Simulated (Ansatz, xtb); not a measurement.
**F2HPSn: where a starting geometry ends**

The starting geometry of this gas-phase singlet has its atoms placed at random.

```
atom    x (Å)    y (Å)    z (Å)
   F   0.0860  -0.6386  -1.5904
   F   1.0145  -0.0853   0.5445
   P  -0.3327  -0.0884   1.2186
  Sn  -0.7083   1.0411  -0.8124
   H   0.4392   0.7701   0.4496
```

**Question.** One run relaxed it with r2SCAN-D4/def2-SVP. What is a likely outcome?

**Answer.** It ends as a structure given below by its coordinates. Distances that change by over a tenth: P3–Sn4 (2.35 → 2.63 Å). Contacts that open: F2–H5 (1.04 → 2.34 Å), Sn4–H5 (1.73 → 2.97 Å).

The energy falls by 6.98 eV over 14 steps:

| step | E − E(last) (eV) |
| --- | --- |
| 1 | 6.985 |
| 2 | 4.062 |
| 4 | 1.440 |
| 5 | 0.669 |
| 7 | 0.028 |
| 8 | 0.011 |
| 10 | 0.001 |
| 11 | 0.001 |
| 13 | 0.000 |
| 14 | 0.000 |

Final geometry (Å):

```json
{"atom": "F", "x (Å)": "-0.0365", "y (Å)": "-0.6731", "z (Å)": "-2.0668"}
{"atom": "F", "x (Å)": "1.1704", "y (Å)": "-0.7411", "z (Å)": "0.7237"}
{"atom": "P", "x (Å)": "-0.1252", "y (Å)": "0.1644", "z (Å)": "1.1655"}
{"atom": "Sn", "x (Å)": "-1.0285", "y (Å)": "0.7922", "z (Å)": "-1.2269"}
{"atom": "H", "x (Å)": "0.5186", "y (Å)": "1.4564", "z (Å)": "1.2144"}
```

From the same start GFN2-xTB reaches the same bonding as this run.

From so rough a start the end depends on the optimiser's path, so another program may land elsewhere. No frequencies were run, so the end isn't proven a minimum. Atoms past krypton carry core potentials, without spin–orbit terms. Run with Ansatz 0.2.0, 21 s on 1 thread of Intel(R) Xeon(R) 6975P-C (Granite Rapids), on a shared host.
